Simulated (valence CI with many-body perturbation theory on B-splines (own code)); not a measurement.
**E1 line list for La XLV**

Computed by relativistic CI+MBPT: three valence electrons over a frozen Dirac-Fock core [Ne], radial functions for each j: 11 s, 11 p, 9 d, 7 f, 5 g, 2 h, 1 i, with the one-electron correlation potential Σ1 (screened to all orders), the two-electron term Σ2, the three-electron term Σ3, Breit, model QED; selected single and double excitations, second order for the rest (own B-spline code, finite nucleus).

No measured spectrum was set against this ion. As an estimate, large intervals hold to a few tenths of a per cent, small ones and those within an open d or f shell to about a per cent.

Lines 1 to 50 of 278 in falling wavelength, among levels below 678.75 eV, chosen from the strongest by gf and those to the six lowest levels. Wavelengths and rates use the calculated energies. Electric multipoles are in the length gauge, E1 and E2 with the static RPA response of the core. Weak lines are less certain than strong ones. Lines between different terms over intervals too small for the method are left out, as are lines whose strength nearly cancels. The highest levels of a list are the least certain.

Levels are named by their leading jj configuration (3d3/2^4 stands for four electrons in 3d with j = 3/2), which in mixed levels can hold well under half, so a name can repeat and another be missing. Letters in brackets count levels of one name in rising energy.

```tsv
λ vac (Å)	Upper	Lower	A (s⁻¹)	S (a.u.) with core polarisation	S without
2981	(3s 3p1/2^2) J=1/2	(3s^2 3p3/2) J=3/2	2.01e+04	5.24e-04	5.35e-04
152.0	(3p1/2 3p3/2 3d3/2) J=7/2	(3s 3p3/2 3d3/2) J=5/2 [b]	2.64e+09	3.65e-02	3.72e-02
141.7	(3s 3p1/2 3d3/2) J=5/2	(3s^2 3d3/2) J=3/2	3.99e+09	3.36e-02	3.42e-02
136.1	(3s 3p1/2 3p3/2) J=3/2 [a]	(3s^2 3p3/2) J=3/2	8.92e+08	4.44e-03	4.53e-03
133.9	(3p1/2 3p3/2 3d5/2) J=7/2 [b]	(3s 3p3/2 3d5/2) J=5/2 [b]	5.78e+09	5.47e-02	5.58e-02
130.2	(3p1/2 3p3/2 3d5/2) J=9/2	(3s 3p3/2 3d5/2) J=7/2 [b]	4.57e+09	4.98e-02	5.08e-02
129.2	(3p1/2 3p3/2^2) J=5/2	(3s 3p3/2^2) J=3/2	4.36e+09	2.78e-02	2.84e-02
120.1	(3s 3p1/2 3p3/2) J=5/2	(3s^2 3p3/2) J=3/2	6.05e+09	3.10e-02	3.16e-02
117.2	(3s 3p1/2 3d5/2) J=7/2	(3s^2 3d5/2) J=5/2	8.88e+09	5.64e-02	5.75e-02
115.7	(3p1/2 3p3/2 3d5/2) J=3/2 [b]	(3s 3p3/2 3d5/2) J=3/2 [b]	7.06e+09	2.16e-02	2.21e-02
115.4	(3p1/2 3p3/2 3d5/2) J=9/2	(3s 3p3/2 3d5/2) J=7/2 [a]	8.94e+09	6.78e-02	6.91e-02
115.3	(3p1/2 3p3/2 3d3/2) J=5/2 [a]	(3s 3p3/2 3d3/2) J=5/2 [a]	6.11e+09	2.77e-02	2.83e-02
114.6	(3p1/2 3p3/2 3d3/2) J=5/2 [a]	(3s 3p3/2 3d3/2) J=3/2 [a]	4.78e+09	2.13e-02	2.17e-02
114.5	(3p1/2^2 3d3/2) J=3/2	(3s 3p1/2 3d3/2) J=3/2 [b]	8.62e+09	2.56e-02	2.61e-02
113.5	(3p1/2 3p3/2 3d5/2) J=7/2 [b]	(3s 3p3/2 3d5/2) J=7/2 [b]	3.70e+09	2.14e-02	2.18e-02
112.7	(3p1/2^2 3d3/2) J=3/2	(3s 3p1/2 3d3/2) J=1/2	9.73e+09	2.75e-02	2.80e-02
112.2	(3s 3p1/2^2) J=1/2	(3s^2 3p1/2) J=1/2	1.48e+10	2.06e-02	2.10e-02
111.0	(3p1/2^2 3p3/2) J=3/2	(3s 3p1/2 3p3/2) J=3/2 [b]	5.92e+09	1.60e-02	1.63e-02
109.6	(3p1/2 3p3/2 3d5/2) J=5/2 [a]	(3s 3p3/2 3d5/2) J=3/2 [a]	9.63e+09	3.76e-02	3.83e-02
109.5	(3p1/2 3p3/2^2) J=1/2	(3s 3p3/2^2) J=1/2	1.84e+10	2.38e-02	2.43e-02
109.2	(3p1/2 3p3/2 3d5/2) J=3/2 [b]	(3s 3p3/2 3d5/2) J=1/2	1.10e+10	2.82e-02	2.88e-02
108.9	(3s 3p1/2 3d5/2) J=5/2 [b]	(3s^2 3d5/2) J=5/2	8.57e+09	3.28e-02	3.34e-02
108.8	(3p1/2 3p3/2 3d3/2) J=3/2 [a]	(3s 3p3/2 3d3/2) J=3/2 [a]	1.05e+10	2.67e-02	2.73e-02
108.6	(3p1/2 3p3/2 3d3/2) J=7/2	(3s 3p3/2 3d3/2) J=7/2	9.76e+09	4.94e-02	5.04e-02
108.5	(3p1/2 3p3/2 3d5/2) J=5/2 [b]	(3s 3p3/2 3d5/2) J=7/2 [b]	7.92e+09	2.99e-02	3.05e-02
107.7	(3p1/2 3p3/2 3d3/2) J=1/2 [a]	(3s 3p3/2 3d3/2) J=1/2 [a]	1.60e+10	1.98e-02	2.02e-02
106.4	(3s 3p1/2 3d5/2) J=3/2	(3s^2 3d5/2) J=5/2	1.18e+10	2.80e-02	2.86e-02
106.3	(3p1/2 3p3/2 3d3/2) J=7/2	(3s 3p3/2 3d3/2) J=5/2 [a]	4.86e+09	2.30e-02	2.35e-02
105.6	(3p1/2^2 3d5/2) J=5/2	(3s 3p1/2 3d5/2) J=3/2	1.68e+10	5.85e-02	5.96e-02
104.1	(3p1/2 3p3/2 3d5/2) J=3/2 [a]	(3s 3p3/2 3d5/2) J=5/2 [a]	1.98e+10	4.41e-02	4.49e-02
103.6	(3s 3p1/2 3p3/2) J=3/2 [b]	(3s^2 3p3/2) J=3/2	9.57e+09	2.10e-02	2.14e-02
103.3	(3p1/2^2 3d5/2) J=5/2	(3s 3p1/2 3d5/2) J=5/2 [b]	2.14e+10	6.98e-02	7.12e-02
102.1	(3p1/2 3p3/2 3d5/2) J=7/2 [b]	(3s 3p3/2 3d5/2) J=7/2 [a]	8.08e+09	3.40e-02	3.46e-02
101.8	(3p1/2 3p3/2 3d5/2) J=5/2 [a]	(3s 3p3/2 3d5/2) J=5/2 [a]	1.75e+10	5.47e-02	5.57e-02
100.9	(3p1/2 3p3/2^2) J=5/2	(3s 3p3/2^2) J=5/2	1.27e+10	3.87e-02	3.95e-02
98.64	(3s 3p1/2 3d3/2) J=3/2 [a]	(3s 3p1/2 3p3/2) J=3/2 [b]	8.32e+09	1.58e-02	1.61e-02
98.04	(3p1/2 3p3/2 3d5/2) J=5/2 [b]	(3s 3p3/2 3d5/2) J=7/2 [a]	1.61e+10	4.50e-02	4.59e-02
97.17	(3p1/2 3p3/2 3d5/2) J=7/2 [a]	(3s 3p3/2 3d5/2) J=9/2	3.07e+10	1.11e-01	1.14e-01
97.03	(3s 3p1/2 3p3/2) J=1/2	(3s^2 3p3/2) J=3/2	1.53e+10	1.38e-02	1.40e-02
96.98	(3p1/2 3p3/2^2) J=3/2	(3s 3p3/2^2) J=5/2	2.36e+10	4.24e-02	4.33e-02
96.80	(3p1/2^2 3p3/2) J=3/2	(3s 3p1/2 3p3/2) J=5/2	3.48e+10	6.23e-02	6.36e-02
96.75	(3p1/2^2 3d5/2) J=5/2	(3s 3p1/2 3d5/2) J=7/2	4.04e+10	1.08e-01	1.10e-01
96.56	(3p1/2 3p3/2 3d5/2) J=5/2 [a]	(3s 3p3/2 3d3/2) J=3/2 [b]	6.99e+09	1.86e-02	1.90e-02
96.33	(3p1/2^2 3d3/2) J=3/2	(3s 3p1/2 3d3/2) J=5/2	4.39e+10	7.74e-02	7.89e-02
93.59	(3p1/2 3p3/2 3d3/2) J=5/2 [b]	(3s 3p3/2 3d3/2) J=7/2	3.45e+10	8.37e-02	8.53e-02
92.50	(3p1/2 3p3/2 3d5/2) J=9/2	(3s 3p3/2 3d5/2) J=9/2	2.43e+10	9.49e-02	9.67e-02
92.31	(3s 3p1/2 3d3/2) J=5/2	(3s 3p1/2 3p3/2) J=3/2 [b]	1.58e+09	3.67e-03	3.75e-03
92.22	(3p1/2 3p3/2 3d3/2) J=3/2 [b]	(3s 3p3/2 3d3/2) J=5/2 [a]	1.83e+10	2.83e-02	2.89e-02
91.69	(3p1/2 3p3/2 3d3/2) J=5/2 [a]	(3p1/2 3p3/2^2) J=5/2	1.30e+10	2.96e-02	3.02e-02
90.29	(3p1/2^2 3d3/2) J=3/2	(3s 3p1/2 3d3/2) J=3/2 [a]	2.04e+10	2.96e-02	3.02e-02
```
